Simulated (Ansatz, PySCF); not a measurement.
Molecule: difluorosilane, sum formula SiH2F2, net charge 0, singlet state. 
Coordinates optimised at B3LYP-D3(BJ)/def2-TZVP (Ansatz, a program for electronic structure):
```xyz
5

Si     0.2322    -0.1423     0.3567
F     -0.9008    -0.9574    -0.4083
F      0.3968     1.2663    -0.3659
H      1.4982    -0.8787     0.2366
H     -0.2130     0.0912     1.7376
```

Total electronic energies in hartree. Cores are frozen in the correlated levels unless marked. No spin-orbit coupling. No relativistic terms. CBS marks a two-point X^-3 extrapolation of the correlation energy; Hartree-Fock from the larger set.

```
level                                        program  energy (Eh)
------------------------------------  --------------  -----------
HF/6-31G*                                     Ansatz   -489.08154
HF/aug-cc-pV(D+d)Z                            Ansatz   -489.13325
HF/cc-pVTZ                                    Ansatz   -489.19896
HF/def2-TZVPD                                  PySCF   -489.21444
HF/aug-cc-pV(Q+d)Z                            Ansatz   -489.23047
PBE-D4/def2-TZVPD                     Ansatz + dftd4   -490.26447
TPSS-D4/def2-TZVPD                     PySCF + dftd4   -490.64740
M06-L-D4/def2-TZVPD                    PySCF + dftd4   -490.57277
PBE0-D3(BJ)/def2-TZVP                 Ansatz + dftd3   -490.29270
PBE0/def2-TZVPD                               Ansatz   -490.29245
PBE0/def2-TZVPD                                PySCF   -490.29249
CAM-B3LYP-D3(BJ)/def2-TZVPD           Ansatz + dftd3   -490.57849
LC-wPBE-D3(BJ)/def2-TZVPD             Ansatz + dftd3   -490.41423
B2GP-PLYP-D4/def2-TZVPD               Ansatz + dftd4   -490.31809
B2PLYP-D4/def2-TZVPD                  Ansatz + dftd4   -490.38978
MP2/aug-cc-pV(D+d)Z                           Ansatz   -489.64701
MP2/CBS(cc-pV(T+d)Z,cc-pV(Q+d)Z)              Ansatz    -489.9564
SCS-MP2/STO-3G                                Ansatz   -482.94092
SCS-MP2/cc-pV(D+d)Z                           Ansatz   -489.56833
SCS-MP2/cc-pV(T+d)Z                           Ansatz   -489.82427
SCS-MP2/cc-pVTZ                               Ansatz   -489.81733
CCSD(T)/cc-pVDZ                                PySCF   -489.58634
CCSD(T)/CBS(cc-pV(T+d)Z,cc-pV(Q+d)Z)          Ansatz    -489.9853
```

Totals of different functionals don't rank their quality; only differences between species are comparable.
